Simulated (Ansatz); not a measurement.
Reaction (hydrogenolysis of the Si–N bond): `N[SiH](Cl)N[SiH3]` + H₂ → `[SiH3]N[SiH2]Cl` + NH₃

Calculated with Ansatz (gas phase, PBE0-D4/def2-TZVP geometries, no zero-point term in ΔE). CCSD(T)/CBS adds triple-zeta CCSD(T) − MP2 to the extrapolated MP2 energy (def2 sets, frozen cores). This one scheme is used for every species. Functionals use def2-TZVPP. B3LYP here is the variant with VWN-RPA as its local correlation; programs differ in this. Each species was taken in one conformer, which may not be the lowest.

| level | ΔE (kcal/mol) | difference from CCSD(T)/CBS |
| --- | --- | --- |
| PBE-D4 | 11.5 | -0.7 |
| r2SCAN-D4 | 13.1 | 0.9 |
| PBE0-D4 | 11.4 | -0.8 |
| B3LYP-D4 | 12.2 | 0.0 |
| ωB97X-V | 11.8 | -0.4 |
| ωB97M-V | 12.6 | 0.4 |
| B2PLYP | 11.0 | -1.2 |
| PBE | 9.8 | -2.4 |
| r2SCAN | 12.7 | 0.5 |
| PBE0 | 10.0 | -2.2 |
| B3LYP | 9.4 | -2.8 |
| HF/def2-TZVPP | 8.2 | -4.0 |
| MP2/def2-TZVPP | 13.3 | 1.1 |
| SCS-MP2/def2-TZVPP | 11.9 | -0.3 |
| CCSD/def2-TZVPP | 10.8 | -1.4 |
| CCSD(T)/def2-TZVPP | 11.6 | -0.6 |
| HF/def2-QZVPP | 8.3 | -3.9 |
| MP2/def2-QZVPP | 13.7 | 1.5 |
| SCS-MP2/def2-QZVPP | 12.3 | 0.1 |
| HF/CBS(def2) | 8.3 | -3.9 |
| MP2/CBS(def2) | 14.0 | 1.8 |
| CCSD/CBS(def2) | 11.4 | -0.8 |
| CCSD(T)/CBS | 12.2 | 0 |

Largest T1 diagnostic among the species: 0.010.

In def2-TZVPP, CCSD(T) changes the Hartree–Fock value by +3.4 kcal/mol (the triples alone add +0.8 kcal/mol) and MP2 by +5.1 kcal/mol. The D4 term adds +2.7 kcal/mol with B3LYP and +1.5 kcal/mol with PBE0; it sums over pairs of atoms, weighted by their polarisabilities, and B3LYP, whose exchange is more repulsive, gets the larger term.
